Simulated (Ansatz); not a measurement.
```yaml
crystal:
  periodic: [false, false, false]
  atoms:
    - {symbol: B, position_ang: [-0.664379, 1.110601, -0.333706]}
    - {symbol: B, position_ang: [0.664029, -1.111256, 0.332226]}
    - {symbol: N, position_ang: [-1.315535, 2.208063, -0.655225]}
    - {symbol: N, position_ang: [1.319530, -2.201902, 0.667783]}
    - {symbol: N, position_ang: [-0.003655, -0.005507, -0.011087]}
basis:
  gaussian: {orbitals: cc-pVTZ-DK}
magnetization: {spin_polarized: true, initial_magnetization: 1}
hamiltonian: {xc: {name: r2SCAN50}, dispersion: d3bj, pseudopotentials: {relativity: scalar}}
scf: {omitted_lower_state_checks: [starts]}
output: {forces: true}
```

```sh
$ ansatz run in.yaml --threads 4 --pin off --events-out ev --progress --plain --max-ram 3916MiB
```

It prints (some lines left out):

```
Warning: the engine holds no damping parameters fitted to this dispersion correction and functional, so the run takes those fitted to r2scan50 beside the three-body term, which d3bj leaves out (hamiltonian.dispersion, under Limitations)
Functional definition: r2SCAN50
1099 factors; their error is unknown
mean field evaluation 1: about -5812.0456 eV, gradient 2.7e1 eV
mean field evaluation 2: about -5812.9037 eV, gradient 2.6e1 eV
mean field evaluation 4: about -5815.5381 eV, gradient 2.5e0 eV
mean field evaluation 8: about -5815.5910 eV, gradient 1.3e-1 eV
mean field evaluation 16: about -5815.6080 eV, gradient 3.7e-2 eV
mean field evaluation 32: about -5817.9254 eV, gradient 3.6e-5 eV
mean field -5817.92538543 eV, -213.8048143832 hartree, gradient 2.9e-10 eV, S^2 1.844712; 0 other end points of the search recorded, 0 dependent functions left out
reference -5817.92539304 eV, -213.8048146628 hartree; 16, 15 occupied and 134, 135 virtual orbitals, 1099 factors
Total energy: -5817.96084016 eV, -213.8061173205 hartree
Relativity: scalar
Atom 0 at    -0.664379     1.110601    -0.333706 Å, force     2.947671    -4.983053     1.437933 eV/Å
Atom 1 at     0.664029    -1.111256     0.332226 Å, force    -0.376626     0.605255    -0.198233 eV/Å
Atom 2 at    -1.315535     2.208063    -0.655225 Å, force    -1.252110     2.110703    -0.615891 eV/Å
Atom 3 at     1.319530    -2.201902     0.667783 Å, force     0.032435    -0.048404     0.017200 eV/Å
Atom 4 at    -0.003655    -0.005507    -0.011087 Å, force    -1.351369     2.315499    -0.641009 eV/Å
Dipole moment:    -0.203023     0.338123    -0.102830 e Å
Checks for a lower state left out: starts
```

Hardware: 4 threads of Arm Neoverse V2 on a shared host. Wall time 39 s.

DK, ANO-RCC and x2c sets are all-electron and run with scalar relativity unless a key says otherwise. The charge 0 doublet is spin-contaminated (final ⟨S²⟩ up to 1.84, 0.75 for a pure state).
